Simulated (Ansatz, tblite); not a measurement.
Series PbX4: vertical triplet (eV) at several levels, gas phase, relaxed structures; Ansatz, xTB through tblite. Core potentials for Pb in the def2 sets, no spin–orbit coupling. xTB has no spin-polarisation term. A dash marks a value that wasn't run or was left out as unsound. The structures are stationary points that may keep the symmetry of their start. Remarks come from the PBE and PBE0 runs and from stability tests at other levels; not every state was tested. HOMO above LUMO (over both spins in singlets and doublets, within one spin in higher multiplets; at PBE or PBE0), or a gap under 0.15 eV within one spin, warns that the state may not be the lowest or that an electron is smeared out.

```
        species    state           geometry  GFN2-xTB  PBE-D4/def2-TZVP  r2SCAN-D4/def2-TZVP  PBE0-D4/def2-TZVP                                                 remarks
           PbF4  singlet    PBE-D4/def2-SVP      1.82              3.04                 3.19               3.58  gap within one spin near zero at PBE or PBE0 (triplet)
          PbCl4  singlet    PBE-D4/def2-SVP      1.15              2.28                 2.46               2.85  gap within one spin near zero at PBE or PBE0 (triplet)
    PbH4 (H4Pb)  singlet  PBE0-D4/def2-TZVP      5.49              5.94                 6.05               6.17                                                       –
PbMe4 (C4H12Pb)  singlet  B3LYP-D4/def2-SVP      3.64              4.79                 4.96               5.17  gap within one spin near zero at PBE or PBE0 (triplet)
```

(1) Estimate the column for GFN1-xTB.

(1) PbF4 2.45; PbCl4 2.40; PbMe4 (C4H12Pb) 4.50.

Over the 3 species that have every level, the mean is 3.12 at GFN1-xTB, 2.20 at GFN2-xTB, 3.37 at PBE-D4/def2-TZVP, 3.54 at r2SCAN-D4/def2-TZVP, 3.86 at PBE0-D4/def2-TZVP.
